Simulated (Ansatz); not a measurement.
Born–Oppenheimer molecular dynamics of BFH5NO (9 atoms, charge 0, multiplicity 1). It starts at the highest image of a converged band, a first-order saddle point between two minima.

Level of theory: RKS PBE-D4/6-31G* (Ansatz).

```yaml
ensemble: NVE (velocity Verlet)
time_step: 0.5 fs
steps_asked: 200
starting_velocities_drawn_for: 100 K
seed: 4385
```

Frames 1 fs apart, positions in Å, forces in eV/Å.

Velocities at 35 fs (Å/ps):

```
B -0.22 17.83 -6.00
N 1.44 -0.07 3.48
H -3.36 -14.64 -6.80
H 3.79 -11.37 12.38
O -2.65 0.33 0.94
H 3.07 2.01 9.90
H 2.17 2.76 3.31
F 1.04 -9.39 -3.44
H -0.87 2.61 47.12
```

```xyz
9
Properties=species:S:1:pos:R:3:forces:R:3 time_fs=35 energy_less_start_eV=-0.377 T=517
B 0.032 0.088 0.212 0.04 2.16 -0.14
N -0.036 0.099 1.835 0.85 -0.09 0.83
H -0.790 -0.362 2.351 0.03 -0.53 -0.07
H 0.894 -0.055 2.297 -0.74 -0.19 -0.38
O 1.325 -0.330 -0.182 -0.18 0.25 0.12
H 1.356 -0.474 -1.151 -0.12 0.06 0.36
H -0.918 -0.423 -0.326 -0.27 0.06 0.09
F -0.191 1.769 0.290 0.34 -2.07 -0.69
H -0.227 1.118 1.867 0.04 0.34 -0.11
9
Properties=species:S:1:pos:R:3:forces:R:3 time_fs=36 energy_less_start_eV=-0.449 T=597
B 0.032 0.107 0.206 0.00 2.16 0.04
N -0.035 0.099 1.838 0.68 0.11 1.03
H -0.793 -0.379 2.344 0.20 -0.41 -0.18
H 0.894 -0.067 2.307 -0.81 -0.18 -0.47
O 1.322 -0.330 -0.181 -0.16 0.37 0.55
H 1.359 -0.472 -1.141 -0.10 -0.02 -0.12
H -0.917 -0.420 -0.323 -0.28 0.09 0.08
F -0.190 1.759 0.286 0.37 -2.07 -0.76
H -0.228 1.122 1.913 0.10 -0.05 -0.18
9
Properties=species:S:1:pos:R:3:forces:R:3 time_fs=37 energy_less_start_eV=-0.527 T=683
B 0.032 0.128 0.201 -0.08 2.07 0.19
N -0.033 0.099 1.843 0.27 0.31 1.11
H -0.794 -0.400 2.335 0.35 -0.26 -0.28
H 0.887 -0.081 2.313 -0.61 -0.20 -0.42
O 1.319 -0.329 -0.180 -0.15 0.49 0.93
H 1.361 -0.470 -1.131 -0.08 -0.09 -0.55
H -0.919 -0.416 -0.318 -0.23 0.14 0.08
F -0.189 1.748 0.282 0.40 -2.02 -0.83
H -0.227 1.125 1.958 0.14 -0.44 -0.24
9
Properties=species:S:1:pos:R:3:forces:R:3 time_fs=38 energy_less_start_eV=-0.613 T=777
B 0.031 0.150 0.195 -0.17 1.88 0.30
N -0.030 0.099 1.848 -0.27 0.43 1.03
H -0.792 -0.424 2.323 0.42 -0.10 -0.34
H 0.874 -0.097 2.315 -0.18 -0.26 -0.25
O 1.317 -0.328 -0.178 -0.14 0.57 1.04
H 1.361 -0.469 -1.126 -0.07 -0.12 -0.70
H -0.922 -0.411 -0.313 -0.16 0.20 0.10
F -0.187 1.736 0.278 0.42 -1.91 -0.90
H -0.226 1.124 2.001 0.14 -0.69 -0.28
9
Properties=species:S:1:pos:R:3:forces:R:3 time_fs=39 energy_less_start_eV=-0.702 T=875
B 0.031 0.174 0.189 -0.27 1.59 0.38
N -0.028 0.099 1.854 -0.75 0.40 0.80
H -0.786 -0.448 2.308 0.39 0.01 -0.34
H 0.859 -0.115 2.315 0.35 -0.33 -0.04
O 1.314 -0.327 -0.176 -0.12 0.60 0.79
H 1.361 -0.469 -1.127 -0.08 -0.09 -0.48
H -0.928 -0.404 -0.306 -0.07 0.26 0.11
F -0.186 1.724 0.273 0.45 -1.72 -0.97
H -0.223 1.117 2.041 0.10 -0.73 -0.26
9
Properties=species:S:1:pos:R:3:forces:R:3 time_fs=40 energy_less_start_eV=-0.785 T=967
B 0.030 0.200 0.184 -0.35 1.18 0.43
N -0.026 0.100 1.861 -0.95 0.18 0.52
H -0.776 -0.472 2.290 0.25 0.07 -0.28
H 0.847 -0.137 2.314 0.76 -0.37 0.11
O 1.311 -0.325 -0.173 -0.09 0.59 0.31
H 1.361 -0.469 -1.133 -0.11 -0.02 -0.02
H -0.934 -0.394 -0.299 0.01 0.32 0.12
F -0.184 1.710 0.268 0.46 -1.42 -1.02
H -0.219 1.103 2.078 0.02 -0.53 -0.17
9
Properties=species:S:1:pos:R:3:forces:R:3 time_fs=41 energy_less_start_eV=-0.852 T=1042
B 0.029 0.227 0.179 -0.37 0.61 0.47
N -0.025 0.101 1.867 -0.72 -0.27 0.30
H -0.764 -0.496 2.270 0.03 0.06 -0.19
H 0.843 -0.162 2.314 0.84 -0.31 0.10
O 1.308 -0.323 -0.170 -0.08 0.59 -0.15
H 1.359 -0.470 -1.139 -0.14 0.05 0.42
H -0.940 -0.382 -0.291 0.06 0.35 0.11
F -0.181 1.695 0.262 0.45 -0.95 -1.05
H -0.215 1.084 2.114 -0.09 -0.14 -0.01
9
Properties=species:S:1:pos:R:3:forces:R:3 time_fs=42 energy_less_start_eV=-0.893 T=1086
B 0.028 0.254 0.174 -0.32 -0.15 0.51
N -0.025 0.102 1.875 -0.13 -0.86 0.18
H -0.751 -0.519 2.247 -0.19 0.04 -0.08
H 0.846 -0.190 2.315 0.58 -0.14 -0.07
O 1.304 -0.321 -0.167 -0.10 0.62 -0.41
H 1.356 -0.471 -1.142 -0.15 0.09 0.66
H -0.946 -0.365 -0.281 0.09 0.35 0.08
F -0.179 1.680 0.255 0.42 -0.27 -1.06
H -0.211 1.063 2.150 -0.20 0.31 0.20
9
Properties=species:S:1:pos:R:3:forces:R:3 time_fs=43 energy_less_start_eV=-0.896 T=1089
B 0.026 0.281 0.171 -0.20 -1.11 0.54
N -0.024 0.102 1.882 0.53 -1.37 0.17
H -0.741 -0.542 2.224 -0.35 0.03 0.00
H 0.855 -0.219 2.316 0.13 0.12 -0.29
O 1.301 -0.318 -0.164 -0.15 0.70 -0.40
H 1.352 -0.470 -1.138 -0.14 0.08 0.62
H -0.951 -0.346 -0.271 0.08 0.31 0.04
F -0.176 1.665 0.248 0.37 0.67 -1.05
H -0.210 1.046 2.188 -0.27 0.58 0.36
9
Properties=species:S:1:pos:R:3:forces:R:3 time_fs=44 energy_less_start_eV=-0.856 T=1045
B 0.025 0.307 0.167 -0.02 -2.31 0.57
N -0.023 0.101 1.889 0.98 -1.60 0.26
H -0.734 -0.564 2.201 -0.40 0.08 0.05
H 0.865 -0.247 2.313 -0.28 0.36 -0.46
O 1.298 -0.315 -0.161 -0.22 0.82 -0.12
H 1.347 -0.469 -1.128 -0.11 0.03 0.31
H -0.955 -0.324 -0.261 0.04 0.24 -0.02
F -0.174 1.650 0.241 0.27 1.88 -1.01
H -0.211 1.034 2.229 -0.26 0.49 0.41
9
Properties=species:S:1:pos:R:3:forces:R:3 time_fs=45 energy_less_start_eV=-0.771 T=951
B 0.023 0.331 0.164 0.20 -3.70 0.59
N -0.022 0.099 1.897 1.06 -1.49 0.42
H -0.730 -0.586 2.178 -0.34 0.20 0.07
H 0.873 -0.272 2.307 -0.51 0.53 -0.51
O 1.294 -0.311 -0.159 -0.29 0.95 0.31
H 1.340 -0.468 -1.116 -0.07 -0.06 -0.15
H -0.958 -0.299 -0.250 -0.03 0.12 -0.09
F -0.171 1.636 0.233 0.15 3.35 -0.95
H -0.215 1.026 2.274 -0.17 0.09 0.31
9
Properties=species:S:1:pos:R:3:forces:R:3 time_fs=46 energy_less_start_eV=-0.647 T=814
B 0.021 0.352 0.162 0.43 -5.16 0.59
N -0.020 0.096 1.904 0.79 -1.17 0.57
H -0.730 -0.606 2.155 -0.20 0.36 0.07
H 0.875 -0.292 2.295 -0.51 0.57 -0.44
O 1.291 -0.307 -0.156 -0.34 1.05 0.68
H 1.333 -0.467 -1.104 -0.04 -0.14 -0.55
H -0.962 -0.273 -0.241 -0.10 -0.02 -0.15
F -0.168 1.624 0.224 0.01 4.94 -0.87
H -0.220 1.019 2.322 -0.05 -0.43 0.09
```

Of the whole run (100 fs, mean temperature of the second half 622 K): The conserved energy stayed within 0.12 meV per atom of its start (net change -0.0072 meV per atom), so the integration is sound. The kinetic energy rose, since the run started high on the potential surface and went downhill. It ends in pieces (BFH2O + H3N), so much of that is their flight and rotation, not heat. A run of 0.1 ps of so small a system gives no equilibrium averages. The orbitals stay closed-shell, which can raise the energy where a bond breaks towards radicals; this wasn't checked here.

Run time: 5 min on 1 thread of Arm Neoverse V2 (shared host), peak memory 0.11 GiB.
